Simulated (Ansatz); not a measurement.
Frontier orbitals of AlBrGeH$_{4}$Si.

```xyz
8

Br    0.790   -1.630    1.447
Si    0.899   -0.647   -0.790
Al   -1.270   -0.811    0.198
Ge   -0.090    1.366    0.010
H     2.274   -1.069   -1.198
H    -2.552   -1.700    0.431
H    -0.534    2.207   -1.207
H     0.481    2.285    1.110
```

Total charge 0; spin multiplicity 1. Correlated methods include outer-core shells of Br, Ge, which these sets cover unevenly. Scalar relativity is left out up to krypton. The bonds changed during the relaxation, so this is another structure than the one it started from. The structure was optimised at the PBE0-D4/def2-TZVP level. Basis def2-TZVPP, the Gaussian-basis code of Ansatz.

```csv
functional,HOMO (eV),LUMO (eV)
LC-ωPBE,-8.68,0.39
```

(1) Give HOMO and LUMO (eV) with LDA (SPW92), PBE, revPBE, BLYP, r2SCAN, B97M-V, PBE0, B3LYP, r2SCANh, r2SCAN0, HSE06 (plane-wave form), BHLYP, CAM-B3LYP, ωB97X-V, ωB97M-V, HF. (Best estimate.)

Answers

(1) Ansatz gave: 
```json
{"functional": "LDA (SPW92)", "HOMO": "-5.53", "LUMO": "-2.65"}
{"functional": "PBE", "HOMO": "-5.42", "LUMO": "-2.45"}
{"functional": "revPBE", "HOMO": "-5.37", "LUMO": "-2.38"}
{"functional": "BLYP", "HOMO": "-5.26", "LUMO": "-2.28"}
{"functional": "r2SCAN", "HOMO": "-5.61", "LUMO": "-2.31"}
{"functional": "B97M-V", "HOMO": "-5.65", "LUMO": "-2.29"}
{"functional": "PBE0", "HOMO": "-6.34", "LUMO": "-1.67"}
{"functional": "B3LYP", "HOMO": "-6.15", "LUMO": "-1.82"}
{"functional": "r2SCANh", "HOMO": "-5.94", "LUMO": "-2.02"}
{"functional": "r2SCAN0", "HOMO": "-6.46", "LUMO": "-1.60"}
{"functional": "HSE06 (plane-wave form)", "HOMO": "-5.96", "LUMO": "-2.04"}
{"functional": "BHLYP", "HOMO": "-7.13", "LUMO": "-0.75"}
{"functional": "CAM-B3LYP", "HOMO": "-7.47", "LUMO": "-0.61"}
{"functional": "ωB97X-V", "HOMO": "-8.40", "LUMO": "0.31"}
{"functional": "ωB97M-V", "HOMO": "-8.22", "LUMO": "0.14"}
{"functional": "HF", "HOMO": "-8.38", "LUMO": "1.42"}
```

B3LYP here is the variant with VWN-RPA as its local correlation; programs differ in this. LC-ωPBE has ω = 0.4 bohr⁻¹. Positive LUMOs are unbound and depend on the basis.
